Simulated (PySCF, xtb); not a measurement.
Cd(Me) (CH₃Cd), SMILES [CH3][Cd+], charge +1.

GFN2-xTB run with xtb at its own geometry gives an orbital gap of 4.11 eV.

The structure is a stationary point at B3LYP-D3(BJ)/def2-TZVP. The spin state was assumed, not searched. The isomer is the one that the SMILES or the coordinates give; other isomers of the formula were not compared. The def2 effective core potentials stand for the cores of Cd; spin–orbit coupling is left out.

**Question.** What does M06-2X/def2-TZVPD in PySCF give? (An estimate is asked for; the answer gives what the named calculation found.)

**Answer.** gap 6.41 eV (levels -14.75 and -8.35 eV).
